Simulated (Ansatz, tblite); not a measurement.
Forces on the cluster B₈⁻ at its PBE-D4/def2-SVPD geometry. The state is a doublet with charge -1.

The xTB rows come from tblite. Another isomer (doublet) lies 1.94 eV lower at PBE0-D4/def2-TZVPD; other spin states weren't run for this one.

GFN1-xTB (tblite), largest force 2.81 eV/Å:

```xyz
8
positions Å, forces eV/Å
B    -1.115   -1.563   -0.470   -0.882   -0.252   -0.440
B     0.915   -0.047    0.477    1.067   -2.496    0.724
B    -0.413    1.126    0.918   -1.218   -0.448    0.452
B     0.334   -1.507    0.277    1.796   -0.132    0.939
B    -0.187   -0.405   -1.155    0.397    1.248   -1.515
B     0.965    1.689    0.384    0.138    1.217   -0.009
B    -1.070   -0.288    0.551   -0.934    1.426    1.054
B     0.571    0.996   -0.981   -0.363   -0.563   -1.205
```

GFN2-xTB (tblite), largest force 1.66 eV/Å:

```
B 1.346 0.722 0.647
B 0.149 -1.360 0.170
B 0.009 -0.897 -0.376
B -0.063 0.742 -0.084
B -0.065 1.139 -0.093
B -0.974 -0.636 -0.457
B -0.050 1.139 -0.122
B -0.352 -0.850 0.315
```

PBE-D4/def2-TZVPD (Ansatz), largest force 0.51 eV/Å:

```
B 0.277 0.340 0.120
B -0.144 -0.166 -0.064
B 0.130 -0.203 -0.114
B -0.036 0.297 -0.039
B 0.030 0.123 0.127
B -0.357 -0.321 -0.159
B 0.128 0.113 -0.060
B -0.029 -0.183 0.189
```
